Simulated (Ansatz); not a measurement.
A run for Ansatz (an electronic-structure program): R-wB97M-V/def2-TZVPP on CH6SSn (SMILES C[S][SnH3]), a point of a torsion scan. Elements past Kr take the def2 small-core potentials; no spin–orbit coupling.

Ansatz 0.2 input:
```yaml
crystal:
  periodic: [false, false, false]
  atoms:
    - {symbol: C, position_ang: [1.65394979, -0.17199591, 0.07485571]}
    - {symbol: S, position_ang: [1.45452975, 0.92382610, -1.36940798]}
    - {symbol: Sn, position_ang: [0.78196086, -0.59038016, -3.10029722]}
    - {symbol: H, position_ang: [1.43128558, -1.20191536, -0.17966999]}
    - {symbol: H, position_ang: [2.68088040, -0.08901765, 0.41328082]}
    - {symbol: H, position_ang: [0.97517997, 0.17234934, 0.84732205]}
    - {symbol: H, position_ang: [1.93725733, -1.79178742, -3.33095303]}
    - {symbol: H, position_ang: [0.57614207, 0.28658536, -4.50163764]}
    - {symbol: H, position_ang: [-0.64832100, -1.37777087, -2.69350858]}
basis:
  gaussian:
    orbitals: def2-TZVPP
hamiltonian:
  xc: {name: wB97M-V}
scf: {lower_state_search: off}
```

Task: What total energy does the run end on?

Result: -654.1199 hartree.

Task: How many basis functions does it have, and what does it roughly cost on one machine?

Result: 207 functions; around 9 core-seconds (rough).
